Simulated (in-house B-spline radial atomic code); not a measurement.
Settings and results of a run for the bromine ion Br³⁺. Computed with a B-spline radial code for spherical atoms: non-relativistic Hartree-Fock, spin-polarised, averaged over the determinants with the given up and down occupations, point nucleus.

In the input, 3d5,1 would mean five up and one down electron.

Command:
```bash
python run_scf.py task.json out
```
Settings:
```
Z                35
configuration    1s2 2s2 2p6 3s2 3p6 3d10 4s2 4p0,2
hamiltonian      nr
method           hf
spin_polarised   True
```

Output (hartree, bohr):
```
 radial grid: 50 intervals, B-splines of order 8, outer radius 28.1081 bohr

 iter        energy (Eh)    residual
    1      -2568.1995408    4.96e-01
    2      -2569.5564235    1.75e-01
    3      -2570.0118232    3.46e-02
    4      -2570.0327025    6.69e-03
    5      -2570.0334234    4.80e-03
    6      -2570.0337399    4.68e-04
    7      -2570.0337416    7.61e-05
    8      -2570.0337416    9.77e-06
    9      -2570.0337416    7.35e-07
   10      -2570.0337416    5.26e-08

 total energy                    -2570.033742
 kinetic                           2570.03375
 electron-nucleus                 -6104.29508
 electron-electron                  964.22759

 orbital      occ     eigenvalue          <r>       <r^2>       <1/r>     <1/r^2>       r_max
 1s up      1.000     -491.48912    0.0436714  0.00255423      34.501     2391.62     0.02886
 1s down    1.000     -491.50157    0.0436723  0.00255434     34.5005     2391.56     0.02886
 2s up      1.000      -66.61466     0.193079   0.0438932     7.67748     240.316      0.1626
 2s down    1.000      -66.62156     0.193094   0.0439019     7.67725     240.316      0.1626
 2p up      3.000      -59.96489     0.167148   0.0341347     7.62343     79.1373      0.1292
 2p down    3.000      -59.97907     0.167125   0.0341255     7.62449     79.1584      0.1291
 3s up      1.000      -11.26384     0.558368    0.357618     2.53615     39.2508      0.4924
 3s down    1.000      -11.28608     0.558341    0.357778     2.53789     39.3311      0.4921
 3p up      3.000       -8.85979     0.566466    0.374655     2.41537     12.5864      0.4859
 3p down    3.000       -8.89013     0.566305    0.374778     2.41777     12.6151      0.4854
 3d up      5.000       -4.61274     0.579999    0.412096     2.16787     6.10134      0.4329
 3d down    5.000       -4.62821     0.582661    0.417162     2.16247     6.07844      0.4329
 4s up      1.000       -2.04290      1.59898     2.88888    0.816838     4.80015       1.401
 4s down    1.000       -2.28785      1.59289     2.85792    0.817206     4.78073       1.407
 4p down    2.000       -1.70610      1.78252     3.59927    0.724587     1.46854       1.557
```

Cost of the run: 0.11 s on 1 thread of Arm Neoverse V2, with other jobs on the host.
